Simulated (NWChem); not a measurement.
# HTeF; SMILES [TeH]F

```xyz
3

Te    -0.0297    -0.2800     0.0000
H      1.6362    -0.4078     0.0000
F     -0.0103     1.6631     0.0000
```
Atoms are numbered in this order, from 1.

Results from NWChem. Structure relaxed at the PBE0/def2-SVP level. def2 effective core potentials on Te; no spin-orbit coupling. Vertical excitations in the gas phase; the lowest state need not have the same character in each row.

| level | lowest excitation, singlet (eV) | oscillator strength of that lowest state | orbital gap (eV) |
|---|---|---|---|
| PBE/def2-SVP, full TDDFT | 2.44 | 0.000 | 2.06 |
| B3LYP/def2-SVP, full TDDFT | 2.52 | 0.000 | ? |
| CAM-B3LYP/def2-SVP, full TDDFT | 2.52 | 0.000 | 6.58 |
| PBE0/def2-SVP, full TDDFT | 2.57 | 0.000 | 4.17 |

Q: Complete the blanks.

A: 
- B3LYP/def2-SVP, full TDDFT, orbital gap (eV): 3.70
